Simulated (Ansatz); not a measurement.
A set of 12 reactions (hydrogenolysis), with CCSD(T)/CBS values in kJ/mol:

```
                                                      reaction      ΔE
                               `B/N=C\Cl` + H₂ → BH₃ + `N=CCl`   103.7
                       `OC[O][SnH3]` + H₂ → `C[O][SnH3]` + H₂O   -72.0
                         `OCOC[SiH3]` + H₂ → `C[SiH3]` + `OCO`  -126.1
             `[Cl][Al]([Cl])[Cl]` + H₂ → `[Cl][AlH][Cl]` + HCl   136.8
            `C[Si](O)(F)[SiH3]` + H₂ → `C[SiH](F)[SiH3]` + H₂O    90.8
        `O[SiH](O)O[SiH](F)F` + H₂ → `F[SiH2]F` + `O[SiH](O)O`   123.7
                             `N=C(O)CO` + H₂ → `CC(=N)O` + H₂O  -119.5
                                      `OBCl` + H₂ → `BO` + HCl    80.1
                        `C[N](C)[ZnH]` + H₂ → `[ZnH2]` + `CNC`    -2.7
                       `F[CH2][ZnH]` + H₂ → `[CH3][ZnH]` + H–F  -142.6
               `CBO[SiH2][SiH3]` + H₂ → `[SiH3][SiH3]` + `CBO`    51.8
`O[Si](O)(O)N[Si](O)(O)O` + H₂ → `O[SiH](O)O` + `N[Si](O)(O)O`    73.5
```

Calculated with Ansatz (gas phase, PBE0-D4/def2-TZVP geometries, no zero-point term in ΔE). CBS: MP2 limit from def2 TZ/QZ plus the TZ coupled-cluster correction, frozen cores. Small cases extrapolate CCSD(T) itself. DFT in def2-TZVPP. B3LYP here is the variant with VWN-RPA as its local correlation; programs differ in this. def2 core potentials past Kr. For Sn, Zn outer-core shells are correlated without core-valence functions, which leaves a few kJ/mol of doubt a bond. Scalar relativity is left out up to krypton. One conformer a species, not always the lowest.

Q: Give the mean, mean absolute and largest difference (level minus CCSD(T)/CBS, kJ/mol) for: r2SCAN-D4, PBE0-D4, B3LYP-D4, ωB97X-V, B2PLYP, r2SCAN, HF/def2-TZVPP, SCS-MP2/def2-TZVPP, CCSD/def2-TZVPP, CCSD(T)/def2-TZVPP, MP2/def2-QZVPP, SCS-MP2/def2-QZVPP, HF/CBS(def2), CCSD/CBS(def2). (An estimate is asked.)

A: The calculation gave: 
```
             level   mean  mean absolute  largest
         r2SCAN-D4    6.7            7.0     21.1
           PBE0-D4   -0.5            5.7     13.3
          B3LYP-D4    4.0            5.9     16.0
           ωB97X-V    0.6            5.6     14.7
            B2PLYP   -1.4            4.9     -9.0
            r2SCAN    5.2            6.1     20.2
     HF/def2-TZVPP  -14.0           15.2    -39.1
SCS-MP2/def2-TZVPP   -0.7            2.2     -4.8
   CCSD/def2-TZVPP   -4.8            5.0    -10.1
CCSD(T)/def2-TZVPP   -0.9            2.8     -7.0
    MP2/def2-QZVPP    3.0            4.9     10.8
SCS-MP2/def2-QZVPP   -0.4            1.6     -3.6
      HF/CBS(def2)  -13.7           14.9    -36.9
    CCSD/CBS(def2)   -4.0            4.0     -7.0
```

The largest T1 diagnostic in the set is 0.016, for `[ZnH2]` (customary mark 0.02).

CCSD(T)/CBS is a level of theory with its own doubt, and the functionals carry their triple-zeta basis error, so these figures describe this set and don't rank the functionals.
